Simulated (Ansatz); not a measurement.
Input for Ansatz (a program for electronic structure): U-BHLYP/def2-TZVPP on NbN, 2S+1 = 3, a spin state set in the input, which need not be the lowest, a point of a bond scan (R = 1.646 Å). Elements past Kr take the def2 small-core potentials; no spin–orbit coupling.

Ansatz 0.2 input:
```yaml
crystal:
  periodic: [false, false, false]
  atoms:
    - {symbol: Nb, position_ang: [0.00000000, 0.00000000, 0.00000000]}
    - {symbol: N, position_ang: [0.00000000, 0.00000000, 1.64564000]}
basis:
  gaussian:
    orbitals: def2-TZVPP
    pivot_positions_ang: [[0.00000000, 0.00000000, 0.00000000], [0.00000000, 0.00000000, 1.64564000]]
hamiltonian:
  xc: {name: BHLYP}
magnetization: {spin_polarized: true, initial_magnetization: 2}
output: {forces: true, orbitals: {seedname: ./end}}
```

Question: What total energy does the run end on?

Answer: -111.5122 hartree.
